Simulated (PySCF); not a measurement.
# SMILES n1[se]nc2cccc([SiH3])c21, C₆H₆N₂SeSi

Geometry (Å), atoms numbered from 1 in this order:
```xyz
16

Si    2.171    0.751   -0.422
C     0.461   -0.009   -0.252
C     0.230   -1.363   -0.213
C    -1.085   -1.918   -0.084
C    -2.196   -1.128    0.009
C    -2.030    0.292   -0.024
N    -3.016    1.171    0.057
Se   -2.273    2.782   -0.033
N    -0.611    2.170   -0.181
C    -0.687    0.849   -0.157
H     3.153   -0.373   -0.497
H     2.495    1.608    0.756
H     2.269    1.573   -1.665
H     1.073   -2.056   -0.282
H    -1.192   -3.005   -0.061
H    -3.200   -1.541    0.107
```

Computed with quadratic response CAM-B3LYP/aug-cc-pVDZ first hyperpolarisability, Taylor convention, gas phase (PySCF 2.14.0). Geometry: PBE0-D3(BJ)/def2-SVP.

The calculation is non-relativistic, which matters for the atoms heavier than Zn.

(1) Give the tensor of the second harmonic β(−2ω;ω,ω) at 1064 nm in the axes of these coordinates.

Results:

(1) In au, Taylor convention; rows are the first index (the induced dipole):
|  | xx | yy | zz | xy | xz | yz |
| --- | --- | --- | --- | --- | --- | --- |
| x | -214.9 | +32.2 | +16.5 | -17.3 | +23.3 | -3.8 |
| y | +60.6 | +20.6 | -64.0 | +59.3 | -12.3 | -7.4 |
| z | +21.9 | -4.8 | -1.9 | -4.2 | +12.3 | -55.9 |

Norm of βᵢ = ⅓ Σⱼ (βᵢⱼⱼ + βⱼᵢⱼ + βⱼⱼᵢ): 154.4 au, hyper-Rayleigh value 93.2 au.
